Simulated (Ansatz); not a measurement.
CH$_{8}$O$_{4}$Si$_{2}$, SMILES `O[SiH2]C[Si](O)(O)O`, relaxed with RKS PBE0-D4/def2-TZVP in Ansatz from a GFN2-xTB geometry. The force threshold is 0.005 eV/Å; the program also tests the step.

The species carries charge 0 and has multiplicity 1.

Start:

```xyz
15

O    -0.346    0.176   -2.389
Si   -1.439   -0.372   -1.326
C    -1.048    0.292    0.414
Si    0.784    0.113    0.834
O     1.316    0.927    2.140
O     1.188   -1.448    1.098
O     1.605    0.749   -0.435
H     0.491    0.486   -2.035
H    -2.732    0.110   -1.798
H    -1.390   -1.843   -1.300
H    -1.658   -0.221    1.153
H    -1.331    1.342    0.461
H     1.151    0.561    3.002
H     1.001   -2.100    0.429
H     2.408    1.228   -0.248
```

```
        step  energy (eV)  largest force (eV/Å)  largest move (Å)
           1  -25105.3050                 0.873             0.000
           2  -25105.3635                 0.409             0.057
           3  -25105.3803                 0.105             0.055
4 (rejected)  -25105.3786                 0.409             0.183
           5  -25105.3982                 0.089             0.092
           6  -25105.4043                 0.394             0.098
7 (rejected)  -25105.4003                 0.121             0.150
           8  -25105.4098                 0.040             0.075
           9  -25105.4102                 0.053             0.049
          10  -25105.4108                 0.022             0.024
          11  -25105.4109                 0.008             0.007
          12  -25105.4110                 0.002             0.004
          13  -25105.4110                 0.004             0.005
```

End:

```xyz
15

O    -0.468    0.428   -2.455
Si   -1.374   -0.355   -1.332
C    -1.027    0.326    0.377
Si    0.745    0.143    0.860
O     1.225    0.966    2.188
O     1.125   -1.423    1.172
O     1.575    0.762   -0.425
H     0.407    0.677   -2.131
H    -2.796   -0.198   -1.725
H    -1.060   -1.819   -1.296
H    -1.655   -0.191    1.111
H    -1.300    1.386    0.394
H     1.292    0.463    3.001
H     0.798   -2.088    0.564
H     2.513    0.922   -0.304
```

Hardware: 2 threads of an AMD EPYC 7R13 on a shared host and a share of an NVIDIA H100 80 GB. Wall time 42 s, peak host memory 0.9 GiB.
